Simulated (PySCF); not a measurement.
Cartesian coordinates in Å; atom numbers follow the order of the lines, from 1:
```xyz
20

C     3.109    0.101    0.559
P     2.404   -0.173   -0.922
C     0.903    0.910   -0.844
Si   -0.631   -0.013   -0.141
C    -2.139    1.146   -0.280
C    -0.322   -0.468    1.684
C    -0.898   -1.593   -1.171
H     4.025   -0.405    0.814
H     2.713    0.777    1.299
H     1.127    1.793   -0.247
H     0.684    1.241   -1.860
H    -3.032    0.662    0.100
H    -2.332    1.427   -1.310
H    -1.995    2.060    0.289
H     0.586   -1.054    1.790
H    -1.142   -1.055    2.085
H    -0.217    0.416    2.307
H    -0.019   -2.232   -1.134
H    -1.742   -2.170   -0.806
H    -1.086   -1.360   -2.215
```

Relativity neglected, no solvent, rapidly exchanging positions averaged, one conformer. PBE0/pcSseg-1 with gauge-including orbitals; geometry from GFN2-xTB; PySCF 2.14.0 with density-fitted response routines.

Task: List the cross peaks expected in HSQC, COSY and HMBC spectra.

Result: 

HSQC (one-bond C–H):
```csv
δH,δC
8.09 (H8),181.1 (C1)
8.02 (H9),181.1 (C1)
1.70 (H10/H11),31.7 (C3)
0.08 (H12/H13/H14/H15/H16/H17/H18/H19/H20),-1.1 (C5/C6/C7)
```

COSY cross peaks (H two or three bonds apart, from the bond graph; peaks can be absent where the dihedral angle is near 90°):
```csv
δH,δH
8.09 (H8),8.02 (H9)
```

HMBC (two and three bonds, from the bond graph):
```csv
δH,δC
8.09 (H8),31.7 (C3)
8.02 (H9),31.7 (C3)
1.70 (H10/H11),"181.1 (C1), -1.1 (C5/C6/C7)"
0.08 (H12/H13/H14/H15/H16/H17/H18/H19/H20),"31.7 (C3), -1.1 (C5/C6/C7)"
```

Chemical shifts δ = σref − σ; TMS for ¹H (σ = 31.72 ppm), ¹³C (σ = 186.93 ppm), all at this level.

Short H···H contacts in this conformer between protons four or more bonds apart (candidates for NOE cross peaks, intensity ∝ r⁻⁶): H9···H10 2.44 Å.

Shifts are as computed. Against solution values, carbons near 30 ppm lie about +3 ppm off and those near 130 ppm about +5 ppm. Of 1211 compounds with measured shifts, 218 miss one by over three times the rms of a fit or turn the order of signals round; such compounds aren't used in these exercises.
